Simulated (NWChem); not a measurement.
## Relativistic effects in ClI (-1)

```xyz
2

Cl     0.0000     0.0000     2.2674
I      0.0000     0.0000    -0.7273
```
Charge -1, spin multiplicity 2.

Everything below was run with NWChem. The geometry was optimised at UPBE/def2-SVP with def2 effective core potentials on I, a minimum by its harmonic frequencies.

Functional PBE0, all-electron basis x2c-SVPall-2c, contracted for the X2C Hamiltonian and used here with ZORA. The ion keeps the geometry and has multiplicity 1 in the scalar run; the spin-orbit run starts from the same electron counts.

The cost column gives rough processor time relative to scalar ZORA; each entry includes its own SCF.

The spin multiplicity of the parent species was assumed, not shown to be that of its ground state. The structure started from a generated list of species. The anion's geometry comes from a basis without diffuse functions. The stability of the SCF solutions was not checked.

```
Hamiltonian      ΔSCF ionisation energy (eV)  relative cost
---------------  ---------------------------  -------------
scalar ZORA                             3.59              1
spin-orbit ZORA                         3.40        under 3
```

From scalar ZORA to spin-orbit ZORA the ionisation energy shrinks by 0.18 eV.
